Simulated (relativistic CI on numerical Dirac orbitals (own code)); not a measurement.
# Transition arrays of In³⁰⁺

Method of calculation: Dirac-Coulomb-Breit CI, separate exchange-only KLI orbitals for each configuration, model QED, valence Slater integrals scaled by 0.9, whole transition arrays (own radial code, finite nucleus).

CI space (outside the closed core [Ne] 3s2): 3p⁶3d, 3p⁶4f, 3p⁵3d², 3p⁶4p, 3p⁶5f. Levels of other configurations are missing.

All E1 lines from the levels of 3p⁶3d; mean and standard deviation are weighted by gf, and upper levels are sorted by their leading configuration.

```csv
Upper configuration,Lines,Σgf,Mean (eV),Mean (nm),σ (eV),Strongest line (nm)
3p⁶4f,3,9.1,885.22,1.401,4.54,1.406
3p⁵3d²,60,14.1,216.47,5.728,19.35,5.452
3p⁶4p,3,0.3,753.31,1.646,4.31,1.642
3p⁶5f,3,2.0,1192.45,1.040,4.77,1.043
```

Σgf per state of the lower configuration in bins of 0.2 nm over the central range (centre: value): 1.1: 0.20, 1.3: 0.36, 1.5: 0.55, 1.7: 0.03, 5.1: 0.01, 5.3: 0.22, 5.5: 0.76, 5.9: 0.02, 6.1: 0.14, 6.3: 0.01, 6.5: 0.03, 6.7: 0.03, 6.9: 0.17.

**Question.** How do configuration mixing and the scaling of the Slater integrals move the arrays?

**Answer.** Slater scale 0.9, no configuration mixing: 3p⁶4f 884.9 ± 4.5 eV (Σgf 8.5), 3p⁵3d² 216.5 ± 19.3 eV (Σgf 14.3), 3p⁶4p 753.3 ± 4.3 eV (Σgf 0.3), 3p⁶5f 1192.3 ± 4.8 eV (Σgf 1.8); Slater scale 1: 3p⁶4f 885.3 ± 4.5 eV (Σgf 9.1), 3p⁵3d² 220.5 ± 19.7 eV (Σgf 14.4), 3p⁶4p 753.3 ± 4.3 eV (Σgf 0.3), 3p⁶5f 1192.5 ± 4.8 eV (Σgf 2.0); Slater scale 0.8: 3p⁶4f 885.2 ± 4.5 eV (Σgf 9.0), 3p⁵3d² 212.5 ± 19.1 eV (Σgf 13.9), 3p⁶4p 753.3 ± 4.3 eV (Σgf 0.3), 3p⁶5f 1192.4 ± 4.8 eV (Σgf 2.0). With mixing, levels are counted to their leading configuration, so an array can shrink or vanish into another, and the sums then hold other lines.
